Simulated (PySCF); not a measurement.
What PySCF settings do for CaH

Base input, run as `OMP_NUM_THREADS=1 python input.py` with PySCF 2.14:

```python
from pyscf import gto, scf
from pyscf.geomopt.geometric_solver import optimize

mol = gto.M(
    atom='Ca 0 0 0; H 0 0 1.719',
    basis='x2c-svpall',
    charge=0,
    spin=1,
    symmetry=True,
    verbose=3,
)
mf = scf.ROHF(mol)
mf = mf.sfx2c1e()
mf.kernel()
mol_eq = optimize(mf, maxsteps=30)
print('optimised geometry (angstrom)')
print(mol_eq.tostring('raw'))
print('orbital energies (hartree):', mf.mo_energy[..., max(0, mol.nelec[1]-3):mol.nelec[0]+3].round(4))
```

Base result: E(SCF) = -680.051577 Eh, all at the start geometry; optimised bond 2.052 Å with E = -680.069058 Eh after 6 steps. The last line lists the levels of the start geometry. No search for the lowest solution was made.

Run time: 3.3 s on 1 thread of Arm Neoverse V2 (shared host), peak memory 0.14 GiB.

Each row names what differs from the base; energies in brackets are changes from the base.

| change | result | wall time (s) |
| --- | --- | --- |
| damping: none → 0.2 | stops with NotImplementedError (ROHF Fock-damping) | 1 |
| basis set: x2c-svpall → crenbl; core potential: off → on; spin-free X2C: on → off | E(SCF) = -36.768596 Eh, all at the start geometry; optimised bond 2.128 Å with E = -36.796931 Eh after 7 steps | 1.3 |
| geometry: bond 1.719 → bond 2.579 [stretched restricted solution, likely unstable] | E(SCF) = -680.049721 Eh (+0.0505 eV), all at the start geometry; optimised bond 2.052 Å with E = -680.069058 Eh after 7 steps | 3.6 |
| level shift (hartree): none → -0.2 [unsound on purpose] | the SCF does not converge, then it stops with RuntimeError (Nuclear gradients of <pyscf.scf.hf.sfX2C1eSymAdaptedROHF_Scanner object> not converged) after the SCF | 1.6 |
| functional: none (Hartree–Fock) → bp86; SCF type: ROHF → ROKS; step after the SCF: optimize → analyze | E(SCF) = -680.980482 Eh, μz(SCF) = -2.59 D | 1.5 |
| basis set: x2c-svpall → 6-311g**; spin-free X2C: on → off | E(SCF) = -677.274956 Eh, all at the start geometry; optimised bond 2.052 Å with E = -677.293143 Eh after 6 steps | 2.9 |
| charge: 0 → 2 [another spin of the ion may lie lower] | E(SCF) = -679.372698 Eh (+18.4733 eV), all at the start geometry; optimised bond 2.788 Å with E = -679.421786 Eh after 10 steps | 4.7 |
| geometry: bond 1.719 → bond 1.599 | E(SCF) = -680.031923 Eh (+0.5348 eV), all at the start geometry; optimised bond 2.052 Å with E = -680.069058 Eh after 7 steps | 3.6 |
| electric field along z (a.u.): none → 0.2; point-group symmetry: on → off; step after the SCF: optimize → analyze [unsound on purpose] | E(SCF) = -681.228211 Eh (-32.0178 eV), μz(SCF) = 29.42 D | 0.79 |
| step after the SCF: optimize → frequency; SCF type: ROHF → UHF [not at a minimum] | E(SCF) = -680.052034 Eh (-0.0124 eV), ⟨S²⟩ = 0.753, μz(SCF) = -2.56 D, wavenumbers 2088 cm⁻¹ | 2.9 |
| spin (2S): 1 → 5 | the SCF does not converge, then it stops with RuntimeError (Nuclear gradients of <pyscf.scf.hf.sfX2C1eSymAdaptedROHF_Scanner object> not converged) after the SCF | 1.9 |
| PCM solvent, dielectric constant: none → 4.71; step after the SCF: optimize → analyze | E(SCF) = -680.062062 Eh (-0.2853 eV), μz(SCF) = -3.04 D | 1.6 |
| cycle limit: 50 → 200 | E(SCF) = -680.051577 Eh (+0.0000 eV), all at the start geometry; optimised bond 2.052 Å with E = -680.069058 Eh after 6 steps | 3.6 |
| damping: none → 0.5 | stops with NotImplementedError (ROHF Fock-damping) | 0.82 |
| electric field along z (a.u.): none → 0.001; point-group symmetry: on → off; step after the SCF: optimize → analyze | E(SCF) = -680.050591 Eh (+0.0269 eV), μz(SCF) = -2.43 D | 0.81 |
| functional: none (Hartree–Fock) → mn15l; SCF type: ROHF → ROKS; step after the SCF: optimize → analyze | E(SCF) = -681.108316 Eh, μz(SCF) = -2.80 D | 2.2 |
| geometry: bond 1.719 → bond 3.438 [stretched restricted solution, likely unstable] | the SCF does not converge, then it stops with RuntimeError (Nuclear gradients of <pyscf.scf.hf.sfX2C1eSymAdaptedROHF_Scanner object> not converged) after the SCF | 2.6 |
| basis set: x2c-svpall → def2-tzvpp; spin-free X2C: on → off | E(SCF) = -677.282637 Eh, all at the start geometry; optimised bond 2.052 Å with E = -677.300503 Eh after 6 steps | 4.5 |
| basis set: x2c-svpall → pcseg-2; spin-free X2C: on → off | E(SCF) = -677.281022 Eh, all at the start geometry; optimised bond 2.047 Å with E = -677.298340 Eh after 6 steps | 10 |
| density fitting: none → auto | E(SCF) = -680.051568 Eh (+0.0003 eV), all at the start geometry; optimised bond 2.052 Å with E = -680.069051 Eh after 6 steps | 2.3 |
| Cartesian functions: off → on | E(SCF) = -680.053039 Eh (-0.0398 eV), all at the start geometry; optimised bond 2.049 Å with E = -680.070372 Eh after 6 steps | 3.7 |
| basis set: x2c-svpall → 6-311++g**; spin-free X2C: on → off | E(SCF) = -677.275067 Eh, all at the start geometry; optimised bond 2.053 Å with E = -677.293302 Eh after 6 steps | 3.7 |

Order these changes by how far they move the SCF energy from the base, largest first: (1) Cartesian functions: off → on; (2) PCM solvent, dielectric constant: none → 4.71; step after the SCF: optimize → analyze; (3) geometry: bond 1.719 → bond 1.599; (4) geometry: bond 1.719 → bond 2.579.

(3) +0.5348 eV, (2) -0.2853 eV, (4) +0.0505 eV, (1) -0.0398 eV.
